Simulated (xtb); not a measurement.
Harmonic IR lines of one isomer of C$_{3}$H$_{6}$Si, unscaled. Computed with GFN2-xTB (xtb).

wavenumber (cm⁻¹): 430 (w), 450 (w), 550 (m), 630 (w), 717 (m), 723 (w), 754 (s), 893 (w), 956 (w), 1086 (w), 2342 (vs), 2351 (s), 3029 (m), 3073 (w)

Which structure gives these lines?
A. `C#C[SiH2]C`
B. `C=C[SiH]=C`
C. `C=C1C[SiH2]1`
D. `C[SiH]1C=C1`

C, `C=C1C[SiH2]1`
